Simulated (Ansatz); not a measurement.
Computed with Ansatz on PBE0-D4/def2-TZVP structures; ΔE is electronic, products minus reactants. CBS: MP2 limit from def2 TZ/QZ plus the TZ coupled-cluster correction, frozen cores. This one scheme is used for every species. DFT in def2-TZVPP. B3LYP here is the variant with VWN-RPA as its local correlation; programs differ in this. HSE06 is defined as in plane-wave codes. One conformer a species, not always the lowest.

`C#[C][AlH][OH]` + H₂ → `C#[C][AlH2]` + H₂O  (hydrogenolysis of the Al–O bond)

```csv
level,ΔE (kcal/mol),difference from CCSD(T)/CBS
LDA (SPW92),29.3,-0.3
PBE-D4,28.9,-0.7
B3LYP-D4,30.2,0.6
r2SCAN0-D4,30.2,0.6
HSE06-D4,28.0,-1.6
ωB97X-V,29.3,-0.3
PBE0,27.7,-1.9
r2SCANh,30.7,1.1
BHLYP,29.0,-0.6
LC-ωPBE,28.6,-1.0
RPA@PBE/def2-TZVPP,28.7,-0.9
CCSD(T)/def2-SVP,28.6,-1.0
HF/def2-TZVPP,26.9,-2.7
MP2/def2-QZVPP,31.5,1.9
SCS-MP2/def2-QZVPP,30.6,1.0
HF/CBS(def2),27.0,-2.6
CCSD(T)/CBS,29.6,0
```

Largest T1 diagnostic among the species: 0.014.

Leaving LDA and LC-ωPBE aside and taking each functional with its dispersion term where it has one, the values, not all of them listed here, spread over 3.6 kcal/mol, from B97M-V to r2SCAN-D4. LDA lies +0.8 kcal/mol from PBE without D4. The D4 term adds +0.8 kcal/mol with B3LYP and +0.4 kcal/mol with PBE0; it sums over pairs of atoms, weighted by their polarisabilities, and B3LYP, whose exchange is more repulsive, gets the larger term.
